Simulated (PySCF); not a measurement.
C2H5NO2Si, SMILES C1N=C[Si@H](O1)O. Coordinates come from a ωB97X-D3(BJ)/def2-SVP optimisation. The structure was generated by enumeration; whether it is a known compound was not checked. One conformer was computed; it need not be the lowest.

Method: ωB97X-D3(BJ)/def2-SVP in PySCF 2.14.0.

Harmonic wavenumbers (cm⁻¹): 132, 192, 295, 353, 436, 521, 683, 711, 777, 813, 867, 888, 918, 959, 995, 1089, 1124, 1259, 1321, 1381, 1484, 1715, 2335, 3076, 3130, 3162, 3932. Rotational constants (GHz): 5.936, 2.569, 2.084; symmetry number 1.

**Question.** Work out the zero-point energy and the ideal-gas rigid-rotor harmonic-oscillator thermochemistry at 298.15 K and 1 atm.

**Answer.** ZPE = ½ Σ hcν = ½ × 34551 cm⁻¹ = 206.66 kJ/mol. H − E(el) = 225.09 kJ/mol. Entropy in J/(mol K): translation 166.57, rotation 111.78, vibration 46.30, total 324.65. G − E(el) = 128.29 kJ/mol. Cp = 100.37 J/(mol K). Modes under 150 cm⁻¹ make the vibrational entropy uncertain.
